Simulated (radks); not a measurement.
Question: These are the eigenvalues of the occupied orbitals of an atom or ion with whole-number occupations (hartree). Method: scalar-relativistic Kohn-Sham, PBE, spin-polarised, spherical densities, point nucleus; computed with a radial shooting solver on a logarithmic mesh with Libxc functionals.

orbital  eigenvalue
1s down   -1163.623
1s up     -1163.623
2s up     -179.4974
2s down   -179.4964
2p up     -161.2585
2p down   -161.2578
3s up     -36.71716
3s down   -36.71670
3p up     -30.78869
3p down   -30.78816
3d up     -21.82686
3d down   -21.82602
4s up      -7.27671
4s down    -7.27463
4p up      -5.43852
4p down    -5.43653
4d up      -2.75662
4d down    -2.75396
5s up      -1.64584
5s down    -1.62379
5d up      -0.71502

Which element is it, and in what charge state? The configuration may be excited. Open shells, if any, are filled with parallel spins first.

Answer: Z = 52, tellurium, charge +3: Te3+ in [Kr] 4d10 5s2 5d1. The list shows which subshells hold electrons but not how many an open one holds; the 1s level, -1163.6 hartree, gives Z - s = 48.2 by -(Z - s)^2/2, which with screening and relativity narrows Z to a few neighbours, and the depths of the outer levels then fix element, charge and occupations together.
